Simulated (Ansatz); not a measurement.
# The standard entropy of CH2BrCl (bromochloromethane) from a frequency calculation

A singlet with charge 0, relaxed at PBE0-D4/def2-TZVP (Ansatz 0.2.0):

```xyz
5

Cl   -1.6152    0.1586    0.5189
C     0.0005    0.0493   -0.1586
Br    1.3125   -0.6021    1.0980
H     0.3181    1.0396   -0.4668
H    -0.0159   -0.6454   -0.9915
```

Harmonic wavenumbers in cm⁻¹: 228, 627, 763, 858, 1154, 1252, 1449, 3138, 3220.

Masses in u: Cl 35.45, C 12.011, Br 79.904, H 1.008. Take T = 298.15 K, p = 1 bar, R = 8.3145 J/(mol K), kT/hc = 207.22 cm⁻¹, rigid rotor and harmonic oscillator.

Question: Work out S° at 298 K.

Answer: 
1. Translation (Sackur–Tetrode): S = R[3/2 ln M + 5/2 ln T − 1.1517] with M = 129.381 gives 169.5 J/(mol K).
2. Rotation: principal moments 16.926, 241.051, 254.724 u Å² give A, B, C = 0.996, 0.0699, 0.0662 cm⁻¹; the symmetry number is σ = 1; q = (√π/σ)√((kT/hc)³/ABC) = 77880; S = R(ln q + 3/2) = 106.1.
3. Vibration: with u = ν̃/207.22, each mode gives R[u/(eᵘ − 1) − ln(1 − e⁻ᵘ)]; the sum is 11.7, most from 228 cm⁻¹ (7.9), 627 cm⁻¹ (1.7), 763 cm⁻¹ (1.0).
4. Electronic: R ln 1 = 0.0, from the spin multiplicity alone.
5. Sum: 169.5 + 106.1 + 11.7 + 0.0 = 287.3 J/(mol K).

The tabulated value is 287.6 J/(mol K) (CRC Handbook of Chemistry and Physics): the model is off by -0.3.
